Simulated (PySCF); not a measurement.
Compound: Sn(vinyl)3Br, C6H9BrSn.
Bonds: Sn1–C2, Sn1–C7, Sn1–C12, Sn1–Br17, C2–C3, C7–C8, C12–C13. Hydrogens: H4 on C2; H5, H6 on C3; H9 on C7; H10, H11 on C8; H14 on C12; H15, H16 on C13.

Method: PBE0-D3(BJ)/def2-SVP geometry optimisation, gas phase, def2 core potentials past Kr in PySCF; density fitting, grid level 1; the optimiser is geomeTRIC in internal coordinates, started from a GFN2-xTB structure with every atom displaced at random (about 0.03 Å).

Step 0: E = -82215.9396 eV
```
atom  x, y, z in Å  |  force x, y, z in eV/Å
Sn1     0.1102   -0.0163    0.0480   -0.568   1.685  -0.072
C2     -0.2970   -0.0262    2.1996    1.503   1.237  -0.567
C3     -1.0663   -0.9407    2.7782    0.823   0.721   0.895
H4      0.2993    0.7775    2.7643   -1.105  -1.112  -0.445
H5     -1.5032   -1.7491    2.2326   -0.616  -0.639  -0.484
H6     -1.1565   -0.9239    3.8693   -0.280  -0.151   0.060
C7      2.1697   -0.2329   -0.5663   -0.914   1.126   0.999
C8      2.6112   -1.2424   -1.2810   -4.255  -1.137   0.491
H9      2.8191    0.5628   -0.1941    0.298   0.064  -0.112
H10     1.8983   -2.0555   -1.5642    0.522   0.477  -0.036
H11     3.5767   -1.3752   -1.5196    4.057  -0.433  -1.100
C12    -0.9337    1.7391   -0.9514   -2.966  -2.232  -2.178
C13    -2.0319    1.6200   -1.8487    4.744  -2.492   3.910
H14    -0.6195    2.7250   -0.7085    0.562   1.208   0.330
H15    -2.3624    0.5910   -2.0810   -0.238   0.563  -0.208
H16    -2.4160    2.4807   -2.2756   -1.230   1.866  -1.091
Br17   -1.1266   -1.9346   -0.8413   -0.336  -0.751  -0.392
```

Step 1: E = -82216.7131 eV
```
atom  x, y, z in Å  |  force x, y, z in eV/Å
Sn1     0.0844    0.0304    0.0321   -0.249   0.560   0.100
C2     -0.3014    0.0062    2.1505    0.553   0.136  -0.380
C3     -1.0767   -0.8930    2.7547    0.341   0.103   0.176
H4      0.2603    0.7685    2.7181   -0.312  -0.135   0.078
H5     -1.5547   -1.6976    2.1934   -0.223  -0.064  -0.001
H6     -1.1891   -0.8799    3.8459   -0.163  -0.073  -0.031
C7      2.1272   -0.1932   -0.5596   -0.415  -0.018   0.246
C8      2.5359   -1.2274   -1.2934   -0.193  -0.167   0.158
H9      2.8130    0.5817   -0.1954    0.158  -0.091  -0.145
H10     1.8625   -2.0308   -1.6269   -0.024   0.202   0.042
H11     3.5795   -1.3560   -1.5566    0.459   0.012  -0.182
C12    -0.8887    1.7239   -0.9034    0.063  -0.835   0.252
C13    -1.9078    1.4936   -1.7350    0.438   0.375   0.164
H14    -0.5862    2.7485   -0.6676    0.085   0.051  -0.027
H15    -2.2596    0.4873   -1.9852   -0.054   0.071  -0.046
H16    -2.3683    2.3626   -2.1968   -0.494   0.065  -0.305
Br17   -1.1588   -1.9254   -0.9146    0.032  -0.190  -0.100
```

Step 2: E = -82216.7572 eV
```
atom  x, y, z in Å  |  force x, y, z in eV/Å
Sn1     0.0744   -0.0038    0.0280   -0.254  -0.279  -0.220
C2     -0.2706   -0.0064    2.1300    0.024  -0.171  -0.113
C3     -1.0379   -0.8962    2.7627   -0.124   0.092  -0.013
H4      0.2336    0.7779    2.6974    0.065   0.130   0.192
H5     -1.5764   -1.6939    2.2350    0.098   0.018   0.012
H6     -1.1904   -0.8369    3.8474    0.007  -0.058   0.003
C7      2.1174   -0.2077   -0.5462    0.156   0.070   0.071
C8      2.5727   -1.2391   -1.2614    0.006   0.069  -0.011
H9      2.8047    0.5837   -0.2228    0.053   0.013  -0.022
H10     1.8834   -2.0271   -1.5765    0.051  -0.163  -0.100
H11     3.6283   -1.3375   -1.5690   -0.252   0.051   0.125
C12    -0.9225    1.6189   -0.9164    0.281   0.713   0.200
C13    -1.9445    1.5802   -1.7653   -0.196  -0.267  -0.115
H14    -0.5624    2.6222   -0.6483    0.133  -0.031   0.119
H15    -2.3605    0.6192   -2.0770   -0.192  -0.034  -0.153
H16    -2.4007    2.5004   -2.1654    0.079  -0.234   0.044
Br17   -1.0770   -2.0545   -0.8918    0.067   0.080  -0.017
```

Question: Estimate the geometry and energy of step 3. (The exact step hangs on the optimiser's Hessian estimate; all steps are aligned on step 2, rigid shifts and turns removed.)

Answer: E = -82216.7955 eV, largest force 0.354 eV/Å
```
atom  x, y, z in Å  |  force x, y, z in eV/Å
Sn1     0.0762    0.0303    0.0274   -0.038  -0.086  -0.020
C2     -0.2573    0.0048    2.1341    0.042  -0.061  -0.021
C3     -1.0409   -0.8887    2.7406   -0.098   0.059   0.003
H4      0.2468    0.7770    2.7282    0.001   0.000   0.042
H5     -1.5740   -1.6685    2.1844    0.043  -0.029   0.011
H6     -1.2073   -0.8609    3.8244    0.014  -0.035   0.004
C7      2.1177   -0.2004   -0.5387   -0.032  -0.025   0.045
C8      2.5378   -1.2415   -1.2596    0.159   0.021  -0.063
H9      2.8300    0.5699   -0.2174    0.022  -0.016  -0.023
H10     1.8575   -2.0312   -1.5971   -0.027  -0.004   0.015
H11     3.5908   -1.3474   -1.5561   -0.068  -0.002   0.041
C12    -0.8969    1.6792   -0.8966   -0.261   0.086  -0.223
C13    -1.9266    1.5328   -1.7408    0.161   0.113   0.181
H14    -0.5471    2.6895   -0.6422   -0.030  -0.039  -0.016
H15    -2.3150    0.5473   -2.0217    0.017  -0.016   0.013
H16    -2.4358    2.4006   -2.1813    0.046  -0.041   0.006
Br17   -1.0844   -1.9932   -0.9275    0.050   0.076   0.004
```

The energy changes by -0.0383 eV. The first-order estimate −F·Δx gives -0.0824 eV and the mean of the old and new forces, exact on a quadratic surface, -0.0406 eV. The step makes an angle of 72° with the force vector and moves no atom by more than 0.107 Å.

The cost below is that of the whole optimisation. The run took 5.3 min of wall time on Arm Neoverse V2, one thread (shared host), and the process peaked at 0.89 GiB of memory.
